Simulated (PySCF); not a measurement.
Harmonic spectrum computed at PBE0 in the def2-TZVP basis family (core potentials from Rb on, PySCF, no spin–orbit coupling):

| symmetry | ω (cm⁻¹) | IR (km/mol) |
| --- | --- | --- |
| a1 | 268 | 4.9 |
| b2 | 691 | 102 |
| a1 | 722 | 56.1 |

Task: Which molecule gave it? In each, all ligands are bound to the one heavy central atom.
A. SF₂ (singlet)
B. TeF₂ (singlet)
C. BrF₂ (doublet)
D. SeF₂ (singlet)
E. SbF₂ (doublet)

Result: D. It has C2v symmetry with Se–F 1.730 Å (×2).
